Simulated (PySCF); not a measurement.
Computed shifts of a molecule C₃H₇FSi₂, PySCF with PBE/pcSseg-1, GIAO, gas phase, atoms alike by connectivity averaged where their shifts nearly agree, in ppm (number of nuclei): ¹³C: 106.4 (1), 84.4 (1), 82.7 (1). ²⁹Si: -70.9 (1), -71.3 (1). ¹⁹F: -317.0 (1). ¹H: 5.56 (1), 4.99 (1), 4.75 (1), 4.47 (3), 2.58 (1). References: ¹³C against TMS (σ = 182.0 ppm); ²⁹Si against TMS (σ = 335.4 ppm); ¹⁹F against CFCl3 (σ = 133.6 ppm); ¹H against TMS (σ = 31.49 ppm), references at their B3LYP-D3(BJ)/def2-TZVP geometries, non-relativistic. Geometry: B3LYP-D3(BJ)/def2-SVP. Other conformers were not sampled.

### Question
Which molecule gave these data?
(A) F[SiH2]C=C=C[SiH3]
(B) C#C[SiH2][C@H](F)[SiH3]
(C) C=C1[SiH2]C[Si@H]1F
(D) F[Si@]1([SiH3])C=CC1

### Answer
B, C#C[SiH2][C@H](F)[SiH3]
